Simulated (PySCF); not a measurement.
**Dipole response of Ti(2+) (titanium, charge +2)**

[Ar] 3d2, high-spin 3F determinant. Calculation: PySCF 2.14, in aug-cc-pVTZ; the non-relativistic Hamiltonian (point nucleus). Coupled (time-dependent) response in atomic units; α is the mean over directions.

| method | mean α (bohr³) | C₆ (like pair) | S(−4) |
| --- | --- | --- | --- |
| B97-3 | 4.736 | 14.26 | 17.28 |

S(−4) is the Cauchy moment in α(ω) = α(0) + S(−4) ω² + …

α(iu) at B97-3:

| u (hartree) | α(iu) (bohr³) |
| --- | --- |
| 0 | 4.736 |
| 0.0500 | 4.694 |
| 0.100 | 4.576 |
| 0.200 | 4.205 |
| 0.300 | 3.796 |
| 0.500 | 3.118 |
| 0.750 | 2.519 |
| 1.00 | 2.078 |
| 1.50 | 1.462 |
| 2.00 | 1.067 |
| 3.00 | 0.6248 |
| 5.00 | 0.2826 |

For an ion, C₆ is the dispersion term alone; charge-induced terms of lower order in 1/R come first.
